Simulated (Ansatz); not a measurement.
## Ansatz (development build ahead of 0.2.0) run

```yaml
crystal:
  periodic: [false, false, false]
  atoms:
    - { symbol: Al, position_ang: [0.0, 0.0, 0.0] }
basis:
  gaussian: { orbitals: def2-SVP }
magnetization:
  spin_polarized: true
  initial_magnetization: 1
hamiltonian:
  xc: hf
correlation:
  method: ccsdt_q
  frozen_orbitals: { Al: 5 }
```

The input is written out in the form of the current development build from the run's settings.

The run gave:

```yaml
Converged: yes
Reference_energy: -241.78934 hartree
Correlation_energy: -0.04438 hartree
Total_energy: -241.83372 hartree
Spin_squared_of_the_determinant: 0.758
```
